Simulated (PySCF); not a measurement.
All of these have the formula C5H7FO3. The calculation used TDDFT PBE0/def2-SVPD, vertical, gas phase, core orbitals frozen in the response in PySCF 2.14.0, density-fitted response routines. Geometries: GFN2-xTB; one conformer of each isolated species. Triplets are in the Tamm–Dancoff approximation. 'Strongest' means the level of largest summed f among the lowest 6 singlets; it needn't be the same kind of state in each.

Problem. Rank by computed lowest singlet excitation energy, highest first.
A. `C=C[C@@H]1OCO[C@@H](F)O1`
B. `CO/C(F)=C\OC(C)=O`
C. `COCOC(=O)/C=C/F`
D. `CO[C@@H]1OC[C@@H](F)C1=O`

Solution. A (7.04 eV), B (5.63 eV), C (5.03 eV), D (3.75 eV).

```json
{"SMILES": "C=C[C@@H]1OCO[C@@H](F)O1", "S1 (eV)": "7.04", "LUMO (eV)": "-0.39", "gap (eV)": "8.03", "f (S1)": "0.002", "T1 (eV)": "4.48", "strongest (eV)": "7.82", "S1 mainly": "H-1→L (93%)"}
{"SMILES": "CO/C(F)=C\\OC(C)=O", "S1 (eV)": "5.63", "LUMO (eV)": "-0.08", "gap (eV)": "6.74", "f (S1)": "0.072", "T1 (eV)": "4.23", "strongest (eV)": "7.09", "S1 mainly": "H→L (94%)"}
{"SMILES": "COCOC(=O)/C=C/F", "S1 (eV)": "5.03", "LUMO (eV)": "-1.50", "gap (eV)": "6.72", "f (S1)": "0.000", "T1 (eV)": "3.87", "strongest (eV)": "6.34", "S1 mainly": "H→L (61%)"}
{"SMILES": "CO[C@@H]1OC[C@@H](F)C1=O", "S1 (eV)": "3.75", "LUMO (eV)": "-1.84", "gap (eV)": "5.89", "f (S1)": "0.001", "T1 (eV)": "3.15", "strongest (eV)": "7.27", "S1 mainly": "H→L (97%)"}
```

H and L stand for HOMO and LUMO.

- `C=C[C@@H]1OCO[C@@H](F)O1`: Löwdin shares by element: HOMO carbon 84% or more (atoms not listed hold the other 16%); LUMO carbon 70% or more, hydrogen 12% or more (atoms not listed hold the other 18%).
- `CO/C(F)=C\OC(C)=O`: Löwdin shares by element: HOMO carbon 54% or more, oxygen 28% or more (atoms not listed hold the other 19%); LUMO carbon 40% or more, oxygen 34% or more (atoms not listed hold the other 26%).
- `COCOC(=O)/C=C/F`: Löwdin shares by element: HOMO oxygen 63%, carbon 10% or more (atoms not listed hold the other 28%); LUMO carbon 64% or more, oxygen 13% or more (atoms not listed hold the other 23%).
- `CO[C@@H]1OC[C@@H](F)C1=O`: Löwdin shares by element: HOMO oxygen 52% or more, carbon 23% or more (atoms not listed hold the other 25%); LUMO carbon 50% or more, oxygen 32% or more (atoms not listed hold the other 18%).
